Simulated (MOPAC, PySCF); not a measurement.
H3F3Si2, SMILES `[Si](F)(F)([SiH3])F`, neutral singlet in the gas phase. 

Cartesian coordinates (Å):
```xyz
8

F      1.8242    -0.6528    -1.1556
Si     1.1179     0.0174     0.0932
F      1.6776     1.4947     0.2032
F      1.6148    -0.7621     1.3788
Si    -1.2002    -0.0187    -0.1000
H     -1.7914     0.6274     1.0971
H     -1.6519    -1.4284    -0.1928
H     -1.5910     0.7226    -1.3238
```
Charge 0, multiplicity 1.

All levels are single points at this geometry (r2SCAN-D4/def2-TZVP); Pople sets use spherical d functions. Orbital energies aren't observables, and empty levels follow the basis.

HF/6-31G* in PySCF gives dipole (D) = 2.21.

Question: Estimate the dipole (D) from each of these levels: PBE-D3(BJ)/def2-TZVP in PySCF; r2SCAN-D4/def2-TZVP in PySCF; B3LYP/3-21G in PySCF; B3LYP/6-31G* in PySCF; B3LYP/LANL2DZ in PySCF; HF/STO-3G in PySCF; PM3 in MOPAC; PM6 in MOPAC.

Answer: 
| level | dipole (D) |
|---|---|
| PBE-D3(BJ)/def2-TZVP in PySCF | 1.93 |
| r2SCAN-D4/def2-TZVP in PySCF | 1.97 |
| B3LYP/3-21G in PySCF | 2.19 |
| B3LYP/6-31G* in PySCF | 1.93 |
| B3LYP/LANL2DZ in PySCF | 3.29 |
| HF/STO-3G in PySCF | 1.58 |
| PM3 in MOPAC | 1.33 |
| PM6 in MOPAC | 2.56 |
